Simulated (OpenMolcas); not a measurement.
**Lines of Re²⁺: computed and rescaled rates**

```json
{"Program": "OpenMolcas", "Method": "MS-RASPT2, IPEA 0.25 Eh, imaginary shift 0.1 Eh (closed shells correlated: 5s)", "Basis": "ANO-RCC-VQZP [9s8p6d4f3g2h]", "Scalar Hamiltonian": "DKH2, point nucleus", "Active space": "11 electrons in 8 orbitals (RAS1 5p, at most 2 holes; RAS2 5d)", "State averaging": "2S+1 = 6 even, 1 root; 2S+1 = 4 even, 24 roots; 2S+1 = 2 even, 75 roots", "Spin-orbit coupling": "RASSI with atomic mean-field integrals over the reference wave functions, term energies averaged over their components"}
```

Rates come from the transition moments of the reference wave functions (E1 and E2 in the length form). At fixed line strength A goes as λ^-3 for E1 and M1 and as λ^-5 for E2, so a rate at the computed wavelength can be rescaled to the measured one. Measured vacuum wavelengths follow from level energies in the list in Brasseur, Gamrath and Quinet, At. Data Nucl. Data Tables 157, 101636 (2024). Branching counts decays inside the model space alone, at computed energies, and the table is only a selection of the M1 lines, drawn from those between levels with measured partners whose computed energy lies within a factor of 1.5 of the measured one.

```
            Upper              Lower  Type  λ computed (nm)  λ measured (nm)  A computed (s-1)  A rescaled (s-1)  Branching %
      5d5 2I 11/2        5d5 4G 11/2    M1             1157             1227          3.47e+00                           79.9
5d5 4D 7/2 [74 %]  5d5 4G 7/2 [71 %]    M1             2140             2807          9.89e-01                           29.4
5d5 4D 7/2 [74 %]         5d5 6S 5/2    M1            431.6            488.9          9.06e-01                           27.0
      5d5 2I 11/2         5d5 4G 9/2    M1             1236             1278          8.73e-01                           20.1
      5d5 2I 13/2        5d5 4G 11/2    M1            910.5            946.3          4.64e-01                           78.7
5d5 4G 7/2 [71 %]         5d5 6S 5/2    M1            540.6            592.1          2.66e-01                           27.0
      5d5 2I 13/2        5d5 2I 11/2    M1             4268             4136          1.24e-01          1.36e-01         21.0
       5d5 4G 9/2  5d5 4G 7/2 [71 %]    M1             7343             6872          8.31e-02          1.01e-01         94.0
```

Spin-changing lines and M1 lines between different terms are not rescaled, since their strength hangs on the term gaps too.

The largest correction is for 5d5 4G 9/2 → 5d5 4G 7/2 [71 %] (M1): 8.31e-02 × (7343 / 6872)^3 = 1.01e-01 s-1, a factor of 1.22.

The computed rate and branching of 5d5 4G 9/2 → 5d5 4G 7/2 [71 %] give the upper level a radiative lifetime of 0.940 / 8.31e-02 s-1 = 1.13e+01 s, counting decays inside the model space alone.

These are rates of the free ion; in crystals, glasses and complexes forced electric-dipole and non-radiative decay shorten such lifetimes by orders of magnitude. No measured rate stands beside these. Rescaling mends the energy factor alone: line strengths can still be far off where a level mixes with configurations outside the active space, and weak or spin-changing lines hang on small mixing coefficients that depend on the term gaps too, so rescaling need not improve them.

CASPT2 breaks the degeneracy within a term, and the mean is taken; among the terms shown or strongly mixed into the levels shown the widest spread is 350 cm-1 (5d5 2H). Blocks of more than 70 roots (2S+1 = 2 even) ran without multistate coupling. Some levels mix across a computed gap that differs much from the measured one, so their mixing is not that of the real levels. Active for correlation alone: 5p; no level in the range computed is led by a configuration that opens it, so any true level of that kind is missing. Computed and measured levels are paired by configuration, term and J; levels that our copy of the source lacks, or whose pairing is in doubt (as where it misses far off the trend of its configuration), stay unpaired. Levels of configurations outside the active space are missing.

A share in square brackets marks a mixed level and gives the weight of the term that names it.
